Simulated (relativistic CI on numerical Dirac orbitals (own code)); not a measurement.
Radial Dirac CI calculation of Cu I.

Command:

```sh
python run_levels.py task.json out
```

Input:

```
atom Cu  Z=29  charge=0  electrons=29
nucleus A=63  rms_radius_fm=3.8823
hamiltonian dirac-coulomb  breit=on  qed=on  c_scale=1
orbitals kli  potential=per-configuration
slater_scale 1
correlation none
mixing on
grid step=0.0125 r_max=149
scf mixing=0.001 start=green max_iterations=53 tolerance=2e-08 node_fill=0.05
configurations
  [Ar] 3d10 4s
  [Ar] 3d9 4s2
  [Ar] 3d10 4p
  [Ar] 3d10 4d
  [Ar] 3d9 4s 4p
end
```

Output:

```
SCF 1: [Ar] 3d10 4s
 iter      energy (Ha)   residual   last orbital (Ha)
    1     -1649.343238   1.44e+00     -0.52069
    2     -1649.359683   1.44e+00     -0.52001
    3     -1649.656376   1.16e+00     -0.27106
    4     -1653.130182   4.20e-01     -0.34713
    5     -1653.356107   1.98e-01     -0.31643
    6     -1653.344466   1.83e-01     -0.31315
    7     -1653.338666   1.80e-01     -0.31230
    8     -1653.345334   1.67e-01     -0.25981
    9     -1653.427741   5.51e-02     -0.24026
   10     -1653.428133   5.47e-02     -0.23898
   11     -1653.432411   3.47e-02     -0.23860
   12     -1653.436367   1.09e-02     -0.24718
   13     -1653.435679   2.20e-03     -0.24567
   14     -1653.435556   2.24e-03     -0.24554
   15     -1653.435672   9.19e-05     -0.24677
   16     -1653.435689   2.88e-04     -0.24678
   17     -1653.435691   3.21e-04     -0.24679
   18     -1653.435683   2.28e-05     -0.24670
   19     -1653.435684   2.85e-05     -0.24670
   20     -1653.435682   2.80e-05     -0.24668
   21     -1653.435682   1.05e-06     -0.24669
   22     -1653.435682   1.04e-06     -0.24669
   23     -1653.435682   9.47e-07     -0.24669
   24     -1653.435682   2.44e-08     -0.24669
   25     -1653.435682   2.67e-08     -0.24669
   26     -1653.435682   2.68e-08     -0.24669
   27     -1653.435682   1.90e-08     -0.24669
SCF 2: [Ar] 3d9 4s2
 iter      energy (Ha)   residual   last orbital (Ha)
    1     -1650.676221   1.17e+00     -0.52069
    2     -1650.687279   1.17e+00     -0.52012
      3d3/2 not found; potential halved back
    4     -1652.884557   5.36e-01     -0.39383
    5     -1652.887082   5.34e-01     -0.39360
    6     -1653.349034   1.37e-01     -0.30396
    7     -1653.389172   1.31e-01     -0.31372
    8     -1653.344071   1.46e-01     -0.30278
    9     -1653.438125   8.52e-03     -0.28689
   10     -1653.438990   5.77e-03     -0.28745
   11     -1653.439025   6.07e-03     -0.28737
   12     -1653.438592   4.24e-04     -0.28826
   13     -1653.438607   6.00e-04     -0.28827
   14     -1653.438594   2.54e-05     -0.28814
   15     -1653.438603   5.19e-05     -0.28812
   16     -1653.438602   4.34e-05     -0.28812
   17     -1653.438600   1.61e-06     -0.28812
   18     -1653.438600   1.59e-06     -0.28812
   19     -1653.438600   7.18e-07     -0.28812
   20     -1653.438600   2.36e-08     -0.28812
   21     -1653.438600   2.34e-08     -0.28812
   22     -1653.438600   1.43e-10     -0.28812
SCF 3: [Ar] 3d10 4p
 iter      energy (Ha)   residual   last orbital (Ha)
    1     -1649.358204   1.40e+00     -0.24270
    2     -1649.374362   1.40e+00     -0.24231
    3     -1651.466073   8.54e-01     -0.13455
    4     -1653.159393   2.70e-01     -0.15503
    5     -1653.244008   1.89e-01     -0.14741
    6     -1653.223613   1.72e-01     -0.14603
    7     -1653.279768   1.34e-01     -0.13996
    8     -1653.321017   2.72e-02     -0.12373
    9     -1653.317903   6.42e-02     -0.12425
      ... 35 steps not shown
SCF 5: [Ar] 3d9 4s 4p
 iter      energy (Ha)   residual   last orbital (Ha)
    1     -1650.675978   1.12e+00     -0.24270
    2     -1650.686700   1.12e+00     -0.24241
    3     -1652.962408   3.60e-01     -0.15246
    4     -1653.249900   1.97e-01     -0.16313
    5     -1653.180588   1.69e-01     -0.15719
    6     -1653.216244   1.38e-01     -0.15810
    7     -1653.318724   1.56e-02     -0.15518
    8     -1653.318733   1.61e-02     -0.15519
    9     -1653.318052   1.50e-03     -0.15605
   10     -1653.317727   2.60e-03     -0.15606
   11     -1653.317775   2.04e-03     -0.15608
   12     -1653.317958   3.45e-04     -0.15623
   13     -1653.317961   3.77e-04     -0.15623
   14     -1653.317945   2.00e-05     -0.15620
   15     -1653.317945   2.54e-06     -0.15620
   16     -1653.317945   2.54e-06     -0.15620
   17     -1653.317945   8.89e-08     -0.15620
   18     -1653.317945   8.03e-08     -0.15620
   19     -1653.317945   8.03e-08     -0.15620
   20     -1653.317945   5.66e-08     -0.15620
   21     -1653.317945   2.96e-09     -0.15620
orbital energies (Ha): 2p1/2 -34.2047  2p3/2 -33.4529  3s -4.3532  3p1/2 -2.8480  3p3/2 -2.7551  3d3/2 -0.3100  3d5/2 -0.3001  4s -0.2467
configuration averages (Ha): Dirac-Coulomb, Breit, QED
  3d10 4s                      -1653.435682    0.677251    0.455181
  3d9 4s2                      -1653.438600    0.677698    0.455430
  3d10 4p                      -1653.323456    0.677110    0.455022
  3d10 4d                      -1653.258641    0.677032    0.455015
  3d9 4s 4p                    -1653.317945    0.677607    0.455279
levels: no., configuration, term, J, E (cm-1), weight
   1 3d9 4s2                2D   5/2              0.0  1.00
   2 3d10 4s                2S   1/2           1293.7  1.00
   3 3d9 4s2                2D   3/2           2008.9  1.00
   4 3d9 4s 4p              4P*  5/2          17613.1  0.99
   5 3d9 4s 4p              4P*  3/2          18695.6  0.96
   6 3d9 4s 4p              4F*  9/2          19188.0  1.00
   7 3d9 4s 4p              4P*  1/2          19509.1  0.98
   8 3d9 4s 4p              4F*  7/2          19520.5  0.93
   9 3d9 4s 4p              4F*  5/2          19984.7  0.90
  10 3d9 4s 4p              4F*  3/2          20588.0  0.96
  11 3d9 4s 4p              4D*  7/2          21762.4  0.95
  12 3d9 4s 4p              4D*  5/2          22326.8  0.84
  13 3d10 4p                2P*  1/2          22666.8  0.46
  14 3d9 4s 4p              4D*  3/2          22856.2  0.69
lowest total energy -1652.309144 Ha
end: converged
```

Against the reference input this run has: SCF mixing 0.001. The reference run ends at -1652.309144 Ha with Breit and QED terms. The iteration limit was 53 against 150. The change (SCF mixing 0.001) leaves the energy and the levels as they were.

With so few configurations and no correlation the model can put configurations in the wrong order; the tabulated ground configuration is [Ar] 3d10 4s. Terms and fine structure of an open d or f shell near neutrality can be off by tens of per cent either way.
